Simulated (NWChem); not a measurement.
System: CdHF; SMILES [F][CdH]

All runs: NWChem. STO-3G and 3-21G are far too small for this property and stand as cheap habits. The geometry was optimised at PBE0/def2-SVP. def2 effective core potentials on Cd; no spin-orbit coupling. Field at 589 nm.

```json
[
 {"level": "B3LYP/STO-3G (all-electron, non-relativistic)", "isotropic polarisability (bohr³)": "17.6", "anisotropy (bohr³)": "5.0"},
 {"level": "B3LYP/def2-SVP (core potentials)", "isotropic polarisability (bohr³)": "[?]", "anisotropy (bohr³)": "[?]"},
 {"level": "B3LYP/def2-SVPD (core potentials)", "isotropic polarisability (bohr³)": "31.7", "anisotropy (bohr³)": "13.6"},
 {"level": "B3LYP/def2-TZVPD (core potentials)", "isotropic polarisability (bohr³)": "32.1", "anisotropy (bohr³)": "13.8"}
]
```

Task: Fill in the missing entries.

Result: 
- B3LYP/def2-SVP (core potentials), isotropic polarisability (bohr³): 27.2
- B3LYP/def2-SVP (core potentials), anisotropy (bohr³): 12.6
